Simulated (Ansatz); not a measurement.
Ideal-gas functions of H₄NO₂Sc (`[NH2][Sc]([OH])[OH]`) at 800 K and 1 bar, from an Ansatz frequency run at PBE0-D4/def2-TZVP.

Molar mass 94.99 g/mol, point group C2v (symmetry number 2), electronic degeneracy 1, moments of inertia 94.719, 103.644, 198.363 u Å². Harmonic wavenumbers (cm⁻¹, unscaled): 102, 145, 155, 228, 302, 374, 379, 382, 449, 517, 627, 700, 750, 1543, 3548, 3638, 4009, 4010.

Use S(trans) = R[1.5 ln M + 2.5 ln T − 1.1517]; rotational temperatures θ = 24.2544 K / I; S(rot) = R[ln(√π/σ · √(T³/θAθBθC)) + 1.5]; for each mode x = 1.438777 ν̃/T, S = R[x/(eˣ − 1) − ln(1 − e⁻ˣ)] and H = RT x/(eˣ − 1); 1 cm⁻¹ = 0.0119627 kJ/mol; R = 8.31446 J/(mol·K).

Task: By hand: the entropy, in J/(mol·K).

Result: Translation 186.2. Rotation: θ = 0.2561, 0.234, 0.1223 K, giving 115.3. Vibration, mode by mode: 22.43, 19.51, 18.96, 15.78, 13.49, 11.77, 11.66, 11.60, 10.31, 9.21, 7.74, 6.93, 6.43, 2.07, 0.10, 0.09, 0.05, 0.05, in all 168.2. Electronic 0.0. Sum 469.7 J/(mol·K).

Task: By hand: H − E and G − E in kJ/mol, counted from the electronic energy.

Result: Zero-point energy ½ × 21858 × 0.0119627 = 130.7; thermal vibration 61.8; translation, rotation and pV give 4 RT = 26.6. H − E = 219.1 kJ/mol, and G − E = 219.1 − 800 × 469.7/1000 = -156.7 kJ/mol.

Vibration gives 36 % of the entropy, 41.9 J/(mol·K) of it from the modes under 150 cm⁻¹: soft modes count most, and the harmonic formula is weakest for them. The sum counts one conformer and one mirror image; others add a mixing term.
